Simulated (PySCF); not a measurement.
Point-charge models of `C(C[SiH2]N)(CC[SiH3])=O` against its computed dipole.

Coordinates (GFN2-xTB, Å) and charges (e) from the PBE0/pcSseg-1 density (PySCF):

```
atom       x       y       z  Mulliken      IAO  Hirshfeld  ESP-fitted
  N1  -3.530   1.022  -0.249   -0.6263  -0.8426    -0.3184     -1.0568
 Si2  -1.813   1.156  -0.217   +0.7511  +0.9213    +0.3826     +0.7496
  C3  -1.279  -0.159   1.068   -0.4980  -0.5963    -0.1668     -0.5516
  C4   0.197  -0.274   0.990   +0.1382  +0.3824    +0.1618     +0.4950
  O5   0.944   0.473   1.582   -0.3638  -0.4340    -0.2254     -0.4700
  C6   0.706  -1.365   0.072   -0.2648  -0.3051    -0.0765     -0.0586
  C7   2.193  -1.222  -0.227   -0.4914  -0.5321    -0.1593     -0.2378
 Si8   2.601   0.339  -1.235   +0.4848  +0.5956    +0.3024     +0.3432
  H9  -4.046   0.991   0.616   +0.1923  +0.2610    +0.1176     +0.3921
 H10  -4.042   1.558  -0.930   +0.1925  +0.2628    +0.1179     +0.3942
 H11  -1.253   2.452   0.178   -0.0859  -0.1527    -0.0848     -0.1593
 H12  -1.377   0.790  -1.566   -0.0980  -0.1405    -0.0800     -0.1174
 H13  -1.768  -1.107   0.855   +0.1514  +0.1598    +0.0486     +0.1461
 H14  -1.570   0.187   2.058   +0.1649  +0.1701    +0.0506     +0.1777
 H15   0.505  -2.321   0.571   +0.1573  +0.1575    +0.0517     +0.0490
 H16   0.115  -1.351  -0.847   +0.1419  +0.1432    +0.0439     +0.0412
 H17   2.734  -1.195   0.720   +0.1535  +0.1580    +0.0372     +0.0880
 H18   2.536  -2.110  -0.762   +0.1411  +0.1482    +0.0410     +0.0732
 H19   4.057   0.401  -1.391   -0.0910  -0.1180    -0.0802     -0.1014
 H20   1.982   0.186  -2.562   -0.0944  -0.1315    -0.0877     -0.1210
 H21   2.099   1.565  -0.628   -0.0553  -0.1074    -0.0767     -0.0754
```

Problem. Form Σ q r in debye for every column and set it beside the full dipole.

Solution. The full density gives (-3.13, -1.03, -0.46) D, 3.33 D in size; dipole vectors point from the negative to the positive end.

```json
{"scheme": "Mulliken", "μx": "-2.27", "μy": "0.53", "μz": "-2.70", "size (D)": "3.57", "share of the full size (%)": "107", "angle to the full dipole (°)": "49"}
{"scheme": "IAO", "μx": "-2.14", "μy": "-0.03", "μz": "-2.10", "size (D)": "3.00", "share of the full size (%)": "90", "angle to the full dipole (°)": "40"}
{"scheme": "Hirshfeld", "μx": "-2.30", "μy": "-0.48", "μz": "-0.63", "size (D)": "2.43", "share of the full size (%)": "73", "angle to the full dipole (°)": "9"}
{"scheme": "ESP-fitted", "μx": "-3.12", "μy": "-1.04", "μz": "-0.46", "size (D)": "3.32", "share of the full size (%)": "100", "angle to the full dipole (°)": "0"}
```

Problem. Which set comes closest?

Solution. Length of the difference vector: ESP-fitted 0.01 D, Hirshfeld 1.01 D, IAO 2.16 D, Mulliken 2.86 D. Closest: ESP-fitted. ESP charges are fitted to the potential around the molecule, whose slowest-falling term is the dipole's. 

Problem. What is left for the Hirshfeld atoms' own dipoles?

Solution. The shares of the density sum to the whole, so what Σ q r misses lies in dipoles about the nuclei. The atomic dipoles sum to (-3.13, -1.03, -0.46) − (-2.30, -0.48, -0.63) = (-0.83, -0.55, 0.17) D, 1.01 D in size.

Problem. With the origin at the mean of the coordinates, (0.000, 0.001, -0.091) Å, which are the largest single terms, by size, of the IAO dipole along the direction of the full one?

Solution. N1 -12.24, Si8 -6.84, Si2 +6.03, H10 +4.33, H9 +4.26 D; all 21 atoms together +2.31 D. The single terms depend on the origin, their sum doesn't.

Problem. Give the size of the full dipole in other units.

Solution. 3.33 D = 1.310 au = 0.693 e·Å = 11.10 × 10⁻³⁰ C·m.

Isolated species at its GFN2-xTB geometry (one conformer only).
